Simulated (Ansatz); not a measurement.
Wavefunction ladder for `N#C[SiH2][SiH2]Cl`

| atom | x (Å) | y (Å) | z (Å) |
| --- | --- | --- | --- |
| N1 | 2.390 | 1.861 | 0.783 |
| C2 | 1.734 | 1.152 | 0.154 |
| Si3 | 0.621 | 0.011 | -0.783 |
| Si4 | -1.203 | -0.456 | 0.610 |
| Cl5 | -2.446 | -1.726 | -0.428 |
| H6 | 0.209 | 0.714 | -2.021 |
| H7 | 1.403 | -1.206 | -1.102 |
| H8 | -0.759 | -1.132 | 1.852 |
| H9 | -1.949 | 0.782 | 0.936 |

Charge 0, multiplicity 1. Geometry: relaxed with PBE0-D4/def2-TZVP. It is one conformer, not always the lowest. Frozen core, restricted reference, Ansatz. CBS rows extrapolate triple and quadruple zeta; past MP2 they add the triple-zeta difference.

```json
{"basis": "def2-SVP", "HF (Eh)": "-1131.65599", "MP2 corr.": "-0.59930", "CCSD corr.": "-0.65069", "(T)": "-0.02186", "CCSD(T) total": "-1132.32854"}
{"basis": "def2-TZVPP", "HF (Eh)": "-1132.13413", "MP2 corr.": "-0.76193", "CCSD corr.": "-0.81254", "(T)": "-0.03753", "CCSD(T) total": "-1132.98420"}
{"basis": "def2-QZVPP", "HF (Eh)": "-1132.16838", "MP2 corr.": "-0.82237", "CCSD corr.": "–", "(T)": "–", "CCSD(T) total": "–"}
{"basis": "CBS(def2)", "HF (Eh)": "-1132.17310", "MP2 corr.": "-0.86713", "CCSD corr.": "-0.91774", "(T)": "as TZ", "CCSD(T) total": "-1133.12837"}
```
